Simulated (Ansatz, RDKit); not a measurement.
Species: tribromo(ethoxy)germane, C2H5Br3GeO, charge 0, multiplicity 1. SMILES: [Br][Ge]([Br])([O]CC)[Br]

Atoms: C1, C2, O3, Ge4, Br5, Br6, Br7, H8, H9, H10, H11, H12. Bonds: C1-C2, C1-H8, C1-H9, C1-H10, C2-O3, C2-H11, C2-H12, O3-Ge4, Ge4-Br5, Ge4-Br6, Ge4-Br7.

Bond lengths (Å) and angles (degrees) optimised at UFF with RDKit; HF/STO-3G with Ansatz (a program for electronic structure); HF/3-21G with Ansatz; MP2/6-31G* with LANL2DZ past Ar with Ansatz, each started from the B3LYP-D3(BJ)/def2-TZVP structure (Ansatz) of the last column. A row stands for all coordinates that are equal there; 13 of 21 kinds are shown. 6-31G* holds six Cartesian d functions. No wavenumbers were computed at UFF, HF/STO-3G, MP2/6-31G* with LANL2DZ past Ar, so these may be saddle points.

```csv
coordinate,UFF,HF/STO-3G,HF/3-21G,MP2/6-31G* with LANL2DZ past Ar,B3LYP-D3(BJ)/def2-TZVP
C1-C2,1.521,1.543,1.521,1.511,1.512
C1-H8,1.111,1.086,1.084,1.094,1.092
C1-H9,1.111,1.086,1.081,1.092,1.090
C2-O3,1.406,1.428,1.452,1.451,1.439
C2-H11,1.113,1.098,1.082,1.096,1.094
O3-Ge4,1.804,1.701,1.698,1.736,1.756
Ge4-Br5,2.331,2.267,2.354,2.405,2.311
Ge4-Br6,2.327,2.259,2.331,2.378,2.289
C1-C2-O3,109.1,109.0,106.9,106.8,107.9
C2-O3-Ge4,108.5,120.1,134.8,120.5,120.5
O3-Ge4-Br5,110.7,110.5,110.2,110.7,110.2
O3-Ge4-Br6,108.6,105.2,107.5,105.5,106.1
Br5-Ge4-Br6,108.5,110.7,110.2,110.9,110.9
```

Mean signed difference of all 11 bond lengths from B3LYP-D3(BJ)/def2-TZVP: UFF 0.018 Å, HF/STO-3G -0.015 Å, HF/3-21G 0.004 Å, MP2/6-31G* with LANL2DZ past Ar 0.025 Å.
